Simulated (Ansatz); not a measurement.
Isolated molecules relaxed with PBE0-D4/def2-TZVP in Ansatz; ΔE leaves out vibrations. CCSD(T)/CBS adds triple-zeta CCSD(T) − MP2 to the extrapolated MP2 energy (def2 sets, frozen cores). Functionals use def2-TZVPP. def2 core potentials past Kr. For Se, Sn outer-core shells are correlated without core-valence functions, which leaves a few kJ/mol of doubt a bond. Scalar relativity is left out up to krypton. Each species was taken in one conformer, which may not be the lowest.

`C[Se][SnH3]` + `N#C[SiH2]CF` → `FC[SiH2][SnH3]` + `C[Se]C#N`  (redistribution)

| level | ΔE (kJ/mol) |
| --- | --- |
| PBE0-D4 | 96.9 |
| PBE | 89.1 |
| MP2/def2-TZVPP | 107.6 |
| CCSD/def2-TZVPP | 106.7 |

What does CCSD(T)/CBS give? (Best estimate.)

The calculation gave: +111.9 kJ/mol. The listed levels differ from it by -15.0, -22.8, -4.3, -5.2 kJ/mol.

Largest T1 diagnostic among the species: 0.013.

From PBE to PBE0 (25 % exact exchange), in def2-TZVPP and without D4, ΔE moves by +8.3 kJ/mol. In def2-TZVPP, CCSD(T) changes the Hartree–Fock value by −25.9 kJ/mol (the triples alone add −3.3 kJ/mol) and MP2 by −21.7 kJ/mol.
